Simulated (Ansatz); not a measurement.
Reaction (formal exchange of groups at the Si–C bond): `FC[SiH2][InH2]` + `NC1CO1` → `N[SiH2][InH2]` + `FCC1CO1`

Computed with Ansatz on PBE0-D4/def2-TZVP structures; ΔE is electronic, products minus reactants. CBS: MP2 limit from def2 TZ/QZ plus the TZ coupled-cluster correction, frozen cores. DFT in def2-TZVPP. def2 core potentials past Kr. For In outer-core shells are correlated without core-valence functions, which leaves a few kJ/mol of doubt a bond. One conformer a species, not always the lowest.

```json
{"species": "`FC[SiH2][InH2]`", "r2SCANh energy (Eh)": "-621.17140"}
{"species": "`NC1CO1`", "r2SCANh energy (Eh)": "-209.11109"}
{"species": "`N[SiH2][InH2]`", "r2SCANh energy (Eh)": "-538.01043"}
{"species": "`FCC1CO1`", "r2SCANh energy (Eh)": "-292.29709"}
```

Question: Work out ΔE.

Answer: ΔE = (-538.01043) + (-292.29709) − (-621.17140) − (-209.11109) = -0.02503 Eh = -65.7 kJ/mol. CCSD(T)/CBS gives -69.6 kJ/mol.

Question: What do rigid-rotor, harmonic-oscillator terms from PBE0-D4/def2-TZVP frequencies (298.15 K, 1 bar) make of the CCSD(T)/CBS value? (Best estimate.)

Answer: Ansatz gave: ΔZPE = -0.9 kJ/mol, ΔH = -69.7 kJ/mol, ΔS = 3 J/(mol·K), ΔG = -70.6 kJ/mol. Modes under 50 cm⁻¹ make the entropy rough.

Largest T1 diagnostic among the species: 0.014.

From BLYP to BHLYP (50 % exact exchange), in def2-TZVPP and without D4, ΔE moves by −12.9 kJ/mol. In def2-TZVPP, CCSD(T) changes the Hartree–Fock value by +16.0 kJ/mol (the triples alone add +3.5 kJ/mol) and MP2 by +11.8 kJ/mol.
